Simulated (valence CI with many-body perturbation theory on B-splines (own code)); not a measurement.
The numbers below are computed, except where a source is named.
# Energy levels of Re⁶⁹⁺

Level of theory: valence CI with perturbative core correlation (CI+MBPT): four valence electrons over a frozen Dirac-Fock core [He], a basis of 11 s, 11 p, 10 d, 8 f, 5 g, 2 h functions for each j, with the one-electron correlation potential Σ1, the two-electron term Σ2, the three-electron term Σ3, Breit, model QED; selected CI, second order for the rest, scaled by the run's own slope (own B-spline code, finite nucleus).

The last digits are not significant, and no measured levels were compared; by estimate large intervals hold to a few tenths of a per cent, small ones and those within an open d or f shell to about a per cent. Among the levels kept, up to 1300 cm⁻¹ of a level comes from second order outside the variational space, and about a tenth of that is noise between levels of different J, which matters for small intervals.

Levels 1 to 45 of 217, with energies above the lowest level, (2s^2 2p1/2^2) J=0. "Leading %" is the weight of the configuration and term that name the level; weights of strongly mixed levels are sums over their largest components and can fall short. In the jj column 3d3/2^4 stands for four electrons in 3d with j = 3/2.

```tsv
No.	Configuration	Term	J	E (eV)	Leading %	Second component	g	Leading jj
1	2s2.2p2	3P	0	0	68	32 % 2s2.2p2 1S		2s^2 2p1/2^2 (100 %)
2	2s2.2p2	3P	1	1502	100		1.467	2s^2 2p1/2 2p3/2 (100 %)
3	2s2.2p2	1D	2	1521	65	35 % 2s2.2p2 3P	1.132	2s^2 2p1/2 2p3/2 (100 %)
4	2s.2p3	3P°	2	1811	49	26 % 2s.2p3 5S°	1.489	2s 2p1/2^2 2p3/2 (100 %)
5	2s.2p3	1P°	1	1901	31	30 % 2s.2p3 3D°	1.112	2s 2p1/2^2 2p3/2 (100 %)
6	2s2.2p2	3P	2	3048	65	34 % 2s2.2p2 1D	1.290	2s^2 2p3/2^2 (99 %)
7	2s2.2p2	1S	0	3112	67	32 % 2s2.2p2 3P		2s^2 2p3/2^2 (99 %)
8	2s.2p3	5S°	2	3284	50	46 % 2s.2p3 3D°	1.546	2s 2p1/2 2p3/2^2 (100 %)
9	2s.2p3	3D°	3	3329	100		1.292	2s 2p1/2 2p3/2^2 (100 %)
10	2s.2p3	3P°	0	3394	100			2s 2p1/2 2p3/2^2 (100 %)
11	2s.2p3	3S°	1	3417	53	43 % 2s.2p3 3D°	1.298	2s 2p1/2 2p3/2^2 (100 %)
12	2s.2p3	1D°	2	3426	74	21 % 2s.2p3 3D°	1.044	2s 2p1/2 2p3/2^2 (100 %)
13	2s.2p3	3P°	1	3431	64	33 % 2s.2p3 1P°	1.291	2s 2p1/2 2p3/2^2 (100 %)
14	2p4	3P	2	3753	67	32 % 2p4 1D	1.303	2p1/2^2 2p3/2^2 (99 %)
15	2p4	1S	0	3820	64	35 % 2p4 3P		2p1/2^2 2p3/2^2 (99 %)
16	2s.2p3	3P°	2	4892	51	19 % 2s.2p3 5S°	1.434	2s 2p3/2^3 (100 %)
17	2s.2p3	1P°	1	4980	36	25 % 2s.2p3 3D°	1.152	2s 2p3/2^3 (100 %)
18	2p4	3P	1	5272	100		1.467	2p1/2 2p3/2^3 (100 %)
19	2p4	1D	2	5290	68	32 % 2p4 3P	1.120	2p1/2 2p3/2^3 (100 %)
20	2p4	3P	0	6847	65	35 % 2p4 1S		2p3/2^4 (100 %)
21	2s2.2p.3s	3P°	0	10743	100			2s^2 2p1/2 3s (100 %)
22	2s2.2p.3s	3P°	1	10746	67	33 % 2s2.2p.3s 1P°	1.299	2s^2 2p1/2 3s (100 %)
23	2s2.2p.3p	3D	1	10834	74	22 % 2s2.2p.3p 1P	0.631	2s^2 2p1/2 3p1/2 (100 %)
24	2s2.2p.3p	3P	0	10883	67	32 % 2s2.2p.3p 1S		2s^2 2p1/2 3p1/2 (99 %)
25	2s.2p2.3s	5P	1	11025	41	31 % 2s.2p2.3s 3S	1.997	2s 2p1/2^2 3s (99 %)
26	2s.2p2.3s	3P	0	11065	68	31 % 2s.2p2.3s 1S		2s 2p1/2^2 3s (99 %)
27	2s.2p2.3p	3P°	1	11125	33	21 % 2s.2p2.3p 5D°	1.334	2s 2p1/2^2 3p1/2 (99 %)
28	2s.2p2.3p	3P°	0	11126	52	41 % 2s.2p2.3p 5D°		2s 2p1/2^2 3p1/2 (99 %)
29	2s2.2p.3p	3D	2	11301	52	32 % 2s2.2p.3p 1D	1.143	2s^2 2p1/2 3p3/2 (100 %)
30	2s2.2p.3p	3P	1	11302	48	30 % 2s2.2p.3p 3S	1.497	2s^2 2p1/2 3p3/2 (99 %)
31	2s2.2p.3d	3F°	2	11367	75	20 % 2s2.2p.3d 1D°	0.741	2s^2 2p1/2 3d3/2 (100 %)
32	2s2.2p.3d	3D°	1	11394	50	32 % 2s2.2p.3d 1P°	0.826	2s^2 2p1/2 3d3/2 (99 %)
33	2s2.2p.3d	3P°	2	11498	47	35 % 2s2.2p.3d 3D°	1.283	2s^2 2p1/2 3d5/2 (98 %)
34	2s2.2p.3d	3F°	3	11502	46	32 % 2s2.2p.3d 1F°	1.091	2s^2 2p1/2 3d5/2 (100 %)
35	2s.2p2.3p	3P°	2	11586	36	19 % 2s.2p2.3p 5P°	1.491	2s 2p1/2^2 3p3/2 (98 %)
36	2s.2p2.3p	3D°	1	11592	30	21 % 2s.2p2.3p 1P°	1.139	2s 2p1/2^2 3p3/2 (100 %)
37	2s.2p2.3d	3D	1	11652	47	35 % 2s.2p2.3d 5F	0.471	2s 2p1/2^2 3d3/2 (100 %)
38	2s.2p2.3d	3D	2	11658	31	16 % 2s.2p2.3d 5F	1.105	2s 2p1/2^2 3d3/2 (99 %)
39	2s.2p2.3d	3D	3	11779	38	17 % 2s.2p2.3d 5D	1.326	2s 2p1/2^2 3d5/2 (100 %)
40	2s.2p2.3d	3F	2	11797	27	22 % 2s.2p2.3d 1D	1.033	2s 2p1/2^2 3d5/2 (99 %)
41	2s2.2p.3s	3P°	2	12294	98		1.467	2s^2 2p3/2 3s (98 %)
42	2s2.2p.3s	1P°	1	12303	66	32 % 2s2.2p.3s 3P°	1.123	2s^2 2p3/2 3s (99 %)
43	2s2.2p.3p	3P	1	12403	50	28 % 2s2.2p.3p 3S	1.450	2s^2 2p3/2 3p1/2 (97 %)
44	2s2.2p.3p	3D	2	12405	47	33 % 2s2.2p.3p 1D	1.142	2s^2 2p3/2 3p1/2 (97 %)
45	2s.2p2.3s	5P	2	12495	84	8 % 2s.2p2.3s 3P	1.719	2s 2p1/2 2p3/2 3s (99 %)
```

The ionisation energy to 2s2.2p 2P°_1/2 of the next ion comes out as 19005 eV (NIST: 19000 ± 50 eV (theoretical)). All 217 levels together are meant to be complete up to 15026 eV.
